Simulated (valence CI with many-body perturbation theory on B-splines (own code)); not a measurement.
# Ladder of approximations for Tm³⁷⁺

Calculated by relativistic CI+MBPT: four valence electrons over a frozen Dirac-Fock core [Ar] 3d10, a basis of 11 s, 11 p, 9 d, 7 f, 5 g, 2 h, 1 i functions for each j, with the one-electron correlation potential Σ1 (screened to all orders), the two-electron term Σ2, the three-electron term Σ3, Breit, model QED; selected single and double excitations, second order for the rest (own B-spline code, finite nucleus).

No measured spectrum was set against this ion. As an estimate, large intervals hold to a few tenths of a per cent, small ones and those within an open d or f shell to about a per cent.

Each rung adds one term. CI alone is the Dirac-Coulomb CI over the frozen core; QED comes last and gives the full result, which names the levels. Energies are above (4s^2 4p1/2^2) J=0 on the same rung, in cm⁻¹.

Levels are named by their leading jj configuration (3d3/2^4 stands for four electrons in 3d with j = 3/2), which in mixed levels can hold well under half, so a name can repeat and another be missing. Letters in brackets count levels of one name in rising energy.

| Level | CI alone | + Σ1 | + Σ2 | + Σ3 | + Breit | Full |
| --- | --- | --- | --- | --- | --- | --- |
| (4s^2 4p1/2 4p3/2) J=1 | 500306 | 502027 | 503458 | 503563 | 497246 | 497959 |
| (4s^2 4p1/2 4p3/2) J=2 | 532129 | 533863 | 534797 | 534836 | 528258 | 528974 |
| (4s^2 4p3/2^2) J=2 | 1055980 | 1059430 | 1061590 | 1061670 | 1048950 | 1050340 |
| (4s^2 4p3/2^2) J=0 | 1124750 | 1128230 | 1129270 | 1129190 | 1116800 | 1118170 |
| (4s 4p1/2^2 4p3/2) J=2 | 1176050 | 1177070 | 1179620 | 1179880 | 1178830 | 1172160 |
| (4s 4p1/2^2 4p3/2) J=1 | 1286790 | 1287830 | 1286130 | 1286260 | 1285140 | 1278630 |
| (4s^2 4p1/2 4d3/2) J=2 | 1598010 | 1598300 | 1599270 | 1599590 | 1590600 | 1589760 |
| (4s 4p1/2 4p3/2^2) J=2 [a] | 1630550 | 1632980 | 1638120 | 1638530 | 1630920 | 1625690 |
| (4s 4p1/2 4p3/2^2) J=3 | 1691560 | 1693880 | 1697360 | 1697690 | 1689080 | 1684390 |
| (4s^2 4p1/2 4d3/2) J=1 | 1730100 | 1730750 | 1724440 | 1724470 | 1716170 | 1714560 |
| (4s 4p1/2 4p3/2^2) J=0 | 1768530 | 1771240 | 1773340 | 1773490 | 1766540 | 1760690 |
| (4s^2 4p1/2 4d5/2) J=2 | 1807790 | 1809330 | 1806240 | 1806370 | 1796150 | 1794060 |
| (4s^2 4p1/2 4d5/2) J=3 | 1817920 | 1819190 | 1816330 | 1816430 | 1805310 | 1803870 |
| (4s 4p1/2 4p3/2^2) J=1 [a] | 1822950 | 1825540 | 1824630 | 1824720 | 1817240 | 1811710 |
| (4s 4p1/2 4p3/2^2) J=2 [b] | 1858660 | 1860820 | 1855480 | 1855520 | 1847190 | 1842690 |
| (4s 4p1/2 4p3/2^2) J=1 [b] | 1864560 | 1867100 | 1860970 | 1860990 | 1853850 | 1848260 |
| (4s^2 4p3/2 4d3/2) J=2 [a] | 2214190 | 2217520 | 2217760 | 2217960 | 2203240 | 2201520 |
| (4s^2 4p3/2 4d3/2) J=1 | 2226680 | 2228850 | 2224770 | 2224910 | 2210190 | 2209610 |
| (4s^2 4p3/2 4d3/2) J=2 [b] | 2226890 | 2229110 | 2227470 | 2227760 | 2212070 | 2210940 |
| (4s^2 4p3/2 4d3/2) J=0 | 2239140 | 2241120 | 2236610 | 2236730 | 2222030 | 2221910 |
| (4s^2 4p3/2 4d3/2) J=3 | 2244050 | 2246010 | 2241380 | 2241450 | 2225860 | 2225880 |
| (4s^2 4p3/2 4d5/2) J=4 | 2260820 | 2263380 | 2264730 | 2265050 | 2246870 | 2247290 |
| (4s 4p1/2^2 4d3/2) J=1 | 2285550 | 2285050 | 2286390 | 2286830 | 2283550 | 2275530 |
| (4s 4p1/2^2 4d3/2) J=2 | 2305660 | 2305270 | 2306420 | 2306820 | 2303330 | 2295190 |
| (4s^2 4p3/2 4d5/2) J=1 | 2385640 | 2388950 | 2385240 | 2385220 | 2369370 | 2367550 |
| (4s^2 4p3/2 4d5/2) J=2 | 2402670 | 2406120 | 2400280 | 2400240 | 2384850 | 2382390 |
| (4s^2 4p3/2 4d5/2) J=3 | 2407720 | 2410260 | 2402960 | 2402850 | 2385150 | 2385430 |
| (4s 4p1/2^2 4d5/2) J=3 | 2443710 | 2443920 | 2443120 | 2443540 | 2437110 | 2429450 |
| (4s 4p1/2^2 4d5/2) J=2 [a] | 2453620 | 2454670 | 2454150 | 2454540 | 2450360 | 2440130 |
| (4s 4p3/2^3) J=1 | 2482760 | 2486340 | 2477960 | 2477720 | 2462790 | 2459960 |
| (4p1/2^2 4p3/2^2) J=0 | 2572790 | 2574780 | 2571440 | 2571640 | 2569480 | 2556680 |

Problem. How does the ionisation energy move along the ladder, and which term matters most?

Solution. CI alone 1708.1, + Σ1 1709.8, + Σ2 1710.0, + Σ3 1709.9, + Breit 1707.9, + QED 1707.9 eV. The largest step is Breit, -1.9 eV, with Σ1 about as large (1.8). NIST lists 1706 ± 4 eV (theoretical).
